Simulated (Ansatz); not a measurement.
CH$_{5}$ClFNSi (`N[SiH](F)CCl`) at its PBE0-D4/def2-TZVP geometry, where that method's forces vanish. Charge 0, multiplicity 1.

```xyz
10

N     1.0699    0.7967    0.9304
Si   -0.3174   -0.1203    0.6357
F    -1.6809    0.6063    1.0764
C    -0.5408   -0.4062   -1.2015
Cl    0.7737   -1.4307   -1.8374
H     1.3600    1.5742    0.3630
H     1.5857    0.7345    1.7906
H    -0.2299   -1.3730    1.4136
H    -1.4848   -0.9117   -1.4080
H    -0.5357    0.5302   -1.7628
```

Q: What forces (eV/Å) does PBE-D4/def2-TZVPP give on these atoms in the Gaussian-basis code of Ansatz? (Estimate.)

A: The calculation gave: 
```
N1   0.051 -0.064 -0.031
Si2  0.165 -0.285 -0.120
F3  -0.556  0.287  0.186
C4  -0.045  0.051  0.071
Cl5  0.270 -0.215 -0.141
H6   0.114  0.271 -0.185
H7   0.190 -0.005  0.290
H8   0.033 -0.150  0.089
H9  -0.203 -0.088 -0.045
H10 -0.018  0.198 -0.115
```
